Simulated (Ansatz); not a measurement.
`BC(F)Cl` and `B[SiH](F)Cl` differ in one element.

Ansatz, PBE0-D4/def2-TZVP geometries, multiplicity 1. 

| property | `BC(F)Cl` |
| --- | --- |
| size of the dipole moment (PBE/def2-TZVPP) / D | 1.26 |
| HOMO energy (PBE/def2-TZVPP) / eV | -7.63 |
| HOMO–LUMO gap (PBE/def2-TZVPP) / eV | 5.75 |
| HOMO energy (PBE0/def2-TZVPP) / eV | -9.11 |
| LUMO energy (B3LYP/def2-TZVPP) / eV | -1.11 |
| size of the dipole moment (ωB97M-V/def2-TZVPP) / D | 1.31 |

Q: What does the change do to each property? (Estimate.)

A: Ansatz gave: 
```
                                          property  `B[SiH](F)Cl`  shift
    size of the dipole moment (PBE/def2-TZVPP) / D           1.47   0.21
                 HOMO energy (PBE/def2-TZVPP) / eV          -7.22   0.41
               HOMO–LUMO gap (PBE/def2-TZVPP) / eV           3.32  -2.43
                HOMO energy (PBE0/def2-TZVPP) / eV          -8.51   0.60
               LUMO energy (B3LYP/def2-TZVPP) / eV          -3.09  -1.98
size of the dipole moment (ωB97M-V/def2-TZVPP) / D           1.69   0.38
```

With PBE0 the HOMO rises by 0.60 eV and the LUMO falls by 2.06 eV, so the gap narrows by about 2.66 eV. PBE moves the HOMO by 0.41 eV and ωB97M-V by 0.74 eV. Dipoles are sizes alone; their direction can turn.

B3LYP here is the variant with VWN-RPA as its local correlation; programs differ in this.
